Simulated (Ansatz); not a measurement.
In4 was relaxed with PBE0-D4 (def2-SVP) in Ansatz in these states: neutral quintet, neutral triplet. The geometries follow in no particular order.

In the def2 sets In takes a core potential; there is no spin–orbit coupling.

A:

```xyz
4

In   -1.542   -0.442   -1.340
In    1.542    0.442    1.340
In    0.521    1.667   -1.149
In   -0.521   -1.667    1.149
```

B:

```xyz
4

In    0.1215    1.6369   -2.0863
In   -0.1234   -1.6385    2.0850
In   -1.1730    0.9026    0.6399
In    1.1749   -0.9011   -0.6386
```

Task: Judge from the bond lengths which geometry belongs to which state (an estimate).

Result: A is the neutral triplet (In2–In4 2.956 Å, In1–In3 2.956 Å, In2–In3 2.956 Å); B is the neutral quintet (In2–In4 3.106 Å, In1–In3 3.106 Å, In2–In3 3.106 Å).

At PBE0-D4/def2-TZVP a triplet lies 0.13 eV below the neutral quintet. These are the stationary points nearest to one start from a short search; other shapes may lie lower in each state.
